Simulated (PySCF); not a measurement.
Compound: C8H9NSi.
Atom-mapped SMILES: `[CH3:1][C:2]#[C:3][Si@H:4]1[CH2:5][CH:6]=[C:7]([C:8]#[N:9])[CH2:10]1` (hydrogens: H11, H12, H13 on C1; H14 on Si4; H15, H16 on C5; H17 on C6; H18, H19 on C10)

Method: PBE0-D3(BJ)/def2-SVP geometry optimisation, gas phase (PySCF 2.14.0); density fitting, grid level 1; the optimiser is geomeTRIC in internal coordinates, started from a GFN2-xTB structure with every atom displaced at random (about 0.01 Å).

Step 0: E = -17783.7017 eV
```
atom  x, y, z in Å  |  force x, y, z in eV/Å
C1      3.8271   -1.3084    0.8053   -1.466   1.561   0.188
C2      2.6275   -0.5076    0.4839    0.415  -0.301   0.206
C3      1.6320    0.1447    0.2135    0.618  -0.058   0.103
Si4     0.1978    1.1441   -0.2155   -1.796  -1.071  -0.060
C5     -0.7297    0.4105   -1.7546   -0.111   0.749   1.154
C6     -2.0500   -0.0447   -1.2290    0.852   0.156  -0.317
C7     -2.3162    0.1220    0.0678    0.587   0.389   0.210
C8     -3.5271   -0.2793    0.6407   -2.530  -0.866   1.175
N9     -4.5288   -0.6014    1.1616    1.308   0.425  -0.682
C10    -1.3081    0.7802    0.9678    0.710   0.172  -0.860
H11     3.5461   -2.0692    1.5244    0.089  -0.523   0.302
H12     4.5794   -0.6404    1.2412    0.237  -0.108   0.018
H13     4.1718   -1.7323   -0.1150    0.632  -0.630  -0.718
H14     0.4630    2.5716   -0.3274    0.304   0.600  -0.046
H15    -0.8869    1.1328   -2.5435    0.005   0.565  -0.615
H16    -0.1936   -0.4055   -2.1912    0.657  -0.917  -0.523
H17    -2.7433   -0.5081   -1.9066   -0.606  -0.333  -0.346
H18    -1.0592    0.1238    1.7906    0.286  -0.415   0.543
H19    -1.7350    1.6730    1.4092   -0.191   0.605   0.266
```

Step 1: E = -17783.8819 eV
```
atom  x, y, z in Å  |  force x, y, z in eV/Å
C1      3.8253   -1.2919    0.7651   -0.287   0.185  -0.116
C2      2.6417   -0.4933    0.4862    0.070  -0.041   0.008
C3      1.6503    0.1721    0.2368    0.151   0.024   0.047
Si4     0.1665    1.1294   -0.1900   -0.570  -0.201   0.008
C5     -0.7224    0.3874   -1.7142    0.178   0.088  -0.008
C6     -2.0394   -0.0582   -1.1702    0.066  -0.079  -0.115
C7     -2.3162    0.1427    0.1346   -0.095  -0.030  -0.021
C8     -3.5949   -0.2816    0.6212    0.350   0.139  -0.378
N9     -4.6667   -0.6413    0.8664   -0.389  -0.120   0.401
C10    -1.2976    0.8216    1.0148    0.086   0.015   0.025
H11     3.5890   -2.0763    1.4996    0.079  -0.065  -0.030
H12     4.6250   -0.6583    1.1757    0.070  -0.035   0.003
H13     4.1839   -1.7584   -0.1675    0.060  -0.050   0.133
H14     0.4670    2.5797   -0.3340    0.104   0.030  -0.004
H15    -0.8701    1.1092   -2.5365    0.051   0.025   0.005
H16    -0.1638   -0.4602   -2.1535   -0.028   0.066   0.041
H17    -2.7694   -0.5469   -1.8250   -0.005   0.015   0.039
H18    -1.0282    0.1805    1.8706    0.058   0.012  -0.018
H19    -1.7130    1.7496    1.4431    0.053   0.021  -0.018
```

Problem. Estimate the geometry and energy of step 2. (The exact step hangs on the optimiser's Hessian estimate; all steps are aligned on step 1, rigid shifts and turns removed.)

Solution. E = -17783.9174 eV, largest force 0.516 eV/Å
```
atom  x, y, z in Å  |  force x, y, z in eV/Å
C1      3.8123   -1.2861    0.7859   -0.097   0.093  -0.015
C2      2.6322   -0.4947    0.4857    0.038  -0.041   0.001
C3      1.6407    0.1663    0.2255    0.068   0.027   0.006
Si4     0.1492    1.1176   -0.2073   -0.158  -0.039   0.031
C5     -0.7211    0.4076   -1.7426    0.005   0.025   0.011
C6     -2.0419   -0.0516   -1.2082   -0.223  -0.106   0.026
C7     -2.3321    0.1288    0.1002    0.200   0.094   0.070
C8     -3.5834   -0.2830    0.6649   -0.104  -0.102  -0.496
N9     -4.6282   -0.6290    1.0346    0.127   0.062   0.194
C10    -1.3031    0.7969    0.9818    0.035   0.045   0.138
H11     3.5769   -2.0792    1.5117    0.016  -0.022  -0.001
H12     4.6065   -0.6551    1.2134    0.018  -0.011   0.006
H13     4.2044   -1.7577   -0.1281    0.020  -0.026   0.013
H14     0.4667    2.5690   -0.3308    0.060  -0.001  -0.003
H15    -0.8563    1.1463   -2.5522   -0.002  -0.001   0.016
H16    -0.1577   -0.4300   -2.1893   -0.017   0.001   0.004
H17    -2.7691   -0.5313   -1.8716   -0.014  -0.007  -0.002
H18    -1.0217    0.1474    1.8271    0.012   0.004  -0.003
H19    -1.7074    1.7236    1.4227    0.015   0.005   0.003
```

The energy changes by -0.0354 eV. The first-order estimate −F·Δx gives -0.0618 eV and the mean of the old and new forces, exact on a quadratic surface, -0.0333 eV. The step makes an angle of 77° with the force vector and moves no atom by more than 0.173 Å.

What follows is the cost of the whole optimisation. The run took 3.5 min wall on one thread, Intel Xeon Platinum 8375C at 2.90 GHz (x86_64), on a shared host, and the process peaked at 0.82 GiB of memory.
